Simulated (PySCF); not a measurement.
chloro(disilanyl)silane (ClH7Si3), SMILES [SiH2](Cl)[SiH2][SiH3].

Coordinates come from a B3LYP-D3(BJ)/def2-SVP optimisation. The values are those of a single conformer.

Two levels are set side by side: PBE/def2-TZVP (PySCF) and CAM-B3LYP/def2-TZVP (PySCF). Same geometry, gas phase. Differences are taken from unrounded values.

```tsv
quantity	CAM-B3LYP	PBE	PBE minus CAM-B3LYP
orbital gap (eV)	9.56	5.29	-4.27
highest occupied level (eV)	-9.25	-6.89	2.35
lowest empty level (eV)	0.31	-1.60	-1.91
dipole moment (D)	1.48	1.28	-0.19
mean polarisability (bohr³)	97.3	102.3	5.0
```

PBE's occupied levels lie high since its potential decays too fast outside the molecule; exact exchange lowers them and widens the gap. PBE's more diffuse valence density responds more strongly to a field. Differences between two approximate levels are no errors against the true value.

Rough cost on one machine, each run with all the roots and properties that it gave: CAM-B3LYP against PBE within a factor of 2.
